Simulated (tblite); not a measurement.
Input of a run (GFN2-xTB geometry optimisation, gas phase (tblite 0.8.0)), started from a force field or distance geometry:
```
{"job": {"kind": "relax", "xc": "GFN2-xTB", "basis": "xTB"}, "charge": 0, "multiplicity": 2}
C      3.431000    -0.720300     1.046200
C      2.368400    -0.380900     0.556700
C      1.132300     0.006600    -0.002900
C      1.099500     0.847200    -1.138200
C     -0.121200     1.228400    -1.674700
C     -1.319000     0.789400    -1.117300
C     -1.303600    -0.048700    -0.003600
C     -2.591500    -0.478500     0.623100
C     -0.072000    -0.433600     0.561600
H      4.348700    -1.013200     1.477800
H      2.025400     1.185600    -1.578200
H     -0.150700     1.875400    -2.551000
H     -2.852400     0.171200     1.470900
H     -2.525600    -1.516700     0.973600
H     -3.417500    -0.434100    -0.108000
H     -0.059500    -1.069000     1.452600
```

Output (eV, eV/Å):
```
step      E/eV     max force
  0    -616.45896    2.283
  1    -616.46941    4.772
  2    -616.55324    1.239
  3    -616.57575    0.507
  4    -616.58277    0.226
  5    -616.58681    0.214
  6    -616.58825    0.129
  7    -616.59021    0.107
  8    -616.59107    0.064
  9    -616.59148    0.039
 10    -616.59164    0.035
 11    -616.59175    0.030
 12    -616.59185    0.022
 13    -616.59193    0.020
 14    -616.59198    0.016
 15    -616.59201    0.013
 16    -616.59203    0.013
 17    -616.59205    0.013
 18    -616.59208    0.013
 19    -616.59211    0.012
 20    -616.59212    0.010
 21    -616.59214    0.010
 22    -616.59215    0.008
```

Q: Summarise the run.

A: The energy falls by 12.9 kJ/mol over 22 L-BFGS steps, the largest force on an atom goes from 2.28 to 0.008 eV/Å, and the atoms move by 0.029 Å rms after alignment. The bond that changes most is C5–C6 (ends: carbon bonded to 2 C and H; carbon bonded to 2 C), which shortens by 0.029 Å. Bonds longer at the end by more than 0.005 Å: 1 of 16; shorter: 12. Among the angles that change most is C5–C6–C7, from 120.0° to 126.0°. The energy never rose by more than 1e-5 eV on the way. The first step brought 8 % of the lowering.

Q: What are the final bond lengths?

A: C1≡C2 1.200 Å, C2–C3 1.418 Å, C3–C4 1.394 Å, C4–C5 1.391 Å, C5–C6 1.363 Å, C6–C7 1.370 Å, C7–C8 1.498 Å, C7–C9 1.395 Å, C3–C9 1.393 Å, C1–H10 1.049 Å, C4–H11 1.080 Å, C5–H12 1.080 Å, C8–H13 1.090 Å, C8–H14 1.088 Å, C8–H15 1.087 Å, C9–H16 1.082 Å. Numbering counts from 1 in the input's order; the species is `C#Cc1cc[c]c(C)c1` [radical].

Time: 0.15 s. Hardware: one thread of an Arm Neoverse V1, shared host with 32 logical CPUs at a one-minute load of 28.

GFN2-xTB frequencies show an imaginary mode (38i cm⁻¹), so the point is no minimum at that level. 2 starts were optimised and ended at 0.00 and 0.02 kcal/mol (GFN2-xTB); the lowest of these is shown.

These are computed values.
